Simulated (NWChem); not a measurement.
Correlation energy of silylphosphine (H₅PSi)

```
Si
H 1 1.5044
H 1 1.5045 2 108.72
H 1 1.5059 2 108.83 3 118.40
P 1 2.2839 2 108.04 3 -116.98
H 5 1.4422 1 93.10 2 -75.09
H 5 1.4422 6 92.73 1 93.22
```
Charge 0, spin multiplicity 1.

All runs are NWChem calculations. Structure: optimised with PBE/def2-SVP, a minimum by its harmonic frequencies.

Basis set: cc-pVDZ. Each correlation energy counts from its own Hartree-Fock reference.

```json
[
 {"method": "RI-MP2", "correlation energy (mHa)": "-233.5", "difference from CCSD(T)": "+55.4"},
 {"method": "CCSD+T(CCSD)", "correlation energy (mHa)": "-289.1", "difference from CCSD(T)": "-0.2"},
 {"method": "MP2", "correlation energy (mHa)": "-233.7", "difference from CCSD(T)": "+55.3"},
 {"method": "CCSD", "correlation energy (mHa)": "-281.5", "difference from CCSD(T)": "+7.4"},
 {"method": "CR-CCSD(T)", "correlation energy (mHa)": "-287.5", "difference from CCSD(T)": "+1.5"},
 {"method": "CCSD(T)", "correlation energy (mHa)": "-288.9", "difference from CCSD(T)": "0.0"},
 {"method": "CR-CCSD[T]", "correlation energy (mHa)": "-287.6", "difference from CCSD(T)": "+1.3"},
 {"method": "SCS-MP2", "correlation energy (mHa)": "-246.2", "difference from CCSD(T)": "+42.7"}
]
```

The values span 55.6 mHa, from CCSD+T(CCSD) (lowest) to RI-MP2 (highest). 

The correlated methods keep 10 core orbitals frozen. No row is a measurement; the coupled-cluster row has its own basis-set and correlation limits.
